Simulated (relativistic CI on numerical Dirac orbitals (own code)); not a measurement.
**Co: what numerical and physical settings do to a radial Dirac CI calculation**

Reference input:

```
atom Co  Z=27  charge=0  electrons=27
nucleus A=59  rms_radius_fm=3.7875
hamiltonian dirac-coulomb  breit=on  qed=on  c_scale=1
orbitals kli  potential=per-configuration
slater_scale 1
correlation none
mixing on
grid step=0.0125 r_max=149
scf mixing=0.4 start=green max_iterations=150 tolerance=2e-08 node_fill=0.05
configurations
  [Ar] 3d7 4s2
end
```

Computed lowest total energy -1391.20221 Ha, first excitation 795.7 cm⁻¹, 11 SCF steps. Runs with settings changed; * marks those that are bad on purpose (the QED terms keep the true α when c is scaled):

```csv
Changed,Outcome,Lowest level,ΔE (Ha),First excitation (cm⁻¹),SCF steps,Message
"QED terms off, grid step 0.008, end of the grid at 74.5 bohr",converged,3d⁷ ⁴F9/2,-0.356,792.3,11,
"SCF tolerance 1e-06, speed of light × 1.25",converged,3d⁷ ⁴F9/2,3.68,508.5,10,
nuclear radius 3.4087 fm,converged,3d⁷ ⁴F9/2,-0.000882,795.7,11,
"SCF mixing 0.7, iteration limit 20",converged,3d⁷ ⁴F9/2,3.74e-10,795.7,13,
node fill of the KLI weights 5 *,converged,3d⁷ ⁴F9/2,0.273,1136.8,14,
iteration limit 4 *,not converged,,,,4,SCF of 1s2 2s2 2p6 3s2 3p6 3d7 4s2 did not converge
```

With so few configurations and no correlation, terms lie too far apart (by 10 to 50 % near neutrality), their order can be wrong, and levels of other configurations are missing.
